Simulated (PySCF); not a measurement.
# Electric field gradients and quadrupole coupling constants

C6H8ClFO.
Geometry (GFN2-xTB, Å), atoms numbered from 1 in this order:
```xyz
17
C6H8ClFO angstrom
C      2.210    1.515   -0.139
C      1.120    1.211    0.539
C      0.559   -0.171    0.614
Cl     0.581   -0.698    2.332
C     -0.872   -0.232    0.052
C     -1.528   -1.601    0.212
F     -1.659    0.715    0.684
C     -0.819    0.133   -1.425
O     -0.123   -0.413   -2.229
H      2.763    0.772   -0.689
H      2.588    2.522   -0.174
H      0.568    1.960    1.091
H      1.175   -0.882    0.058
H     -1.530   -1.882    1.262
H     -0.978   -2.339   -0.364
H     -2.555   -1.552   -0.144
H     -1.507    0.954   -1.691
```

Field gradients from the PBE0/pcSseg-1 density (PySCF, non-relativistic), principal values in atomic units, ordered |Vxx| ≤ |Vyy| ≤ |Vzz|:

| atom | Vxx | Vyy | Vzz |
| --- | --- | --- | --- |
| Cl4 | -1.9587 | -2.0258 | 3.9845 |
| O9 | 0.4061 | 1.6078 | -2.0139 |

Find the asymmetry η = (Vxx − Vyy)/Vzz and the couplings χ = eQV/h (234.96 MHz × Q in barn × V in au), with Q(35Cl) = −0.0817 b, Q(17O) = −0.0256 b.

| atom | environment | nucleus | η | χzz (MHz) | χxx (MHz) | χyy (MHz) |
| --- | --- | --- | --- | --- | --- | --- |
| Cl4 | alkyl chlorine | 35Cl | 0.02 | -76.49 | 37.60 | 38.89 |
| O9 | aldehyde oxygen | 17O | 0.60 | 12.11 | -2.44 | -9.67 |

The gradient is axial or nearly so (η below 0.05) at Cl4. The tensor is traceless: Vxx + Vyy + Vzz = 0.

What is Vzz at O9 in SI units (1 au = 9.71736 × 10²¹ V/m²)?

-2.0139 au = -19.570 × 10²¹ V/m².

And the gradient at the other heavy atoms, for which no coupling is worked out here?

| atom | environment | Vzz (au) | η |
| --- | --- | --- | --- |
| C1 | terminal =CH2 carbon | 0.350 | 0.30 |
| C2 | alkene CH carbon | 0.287 | 0.84 |
| C3 | sp3 C–Cl carbon | 0.444 | 0.20 |
| C5 | sp3 C–F carbon | 0.504 | 0.17 |
| C6 | methyl carbon | 0.135 | 0.29 |
| F7 | alkyl fluorine | 3.023 | 0.04 |
| C8 | aldehyde carbon | 0.571 | 0.09 |

What couplings would deuterons (Q(2H) = 0.00286 b) have in place of the hydrogens, at this geometry?

```tsv
atom	bonded to	bond length (Å)	Vzz (au)	η	χzz (kHz)
H10	C1	1.077	0.3330	0.05	224
H11	C1	1.076	0.3374	0.04	227
H12	C2	1.081	0.3214	0.06	216
H13	C3	1.093	0.2887	0.01	194
H14	C6	1.087	0.3080	0.03	207
H15	C6	1.086	0.3119	0.04	210
H16	C6	1.088	0.3118	0.04	209
H17	C8	1.104	0.2724	0.00	183
```

Isolated species at its GFN2-xTB geometry (one conformer only). GFN2-xTB bond lengths can be off by several hundredths of an ångström, more for odd bonds, and the gradients follow them. With so small a basis the couplings can be 20 % off.
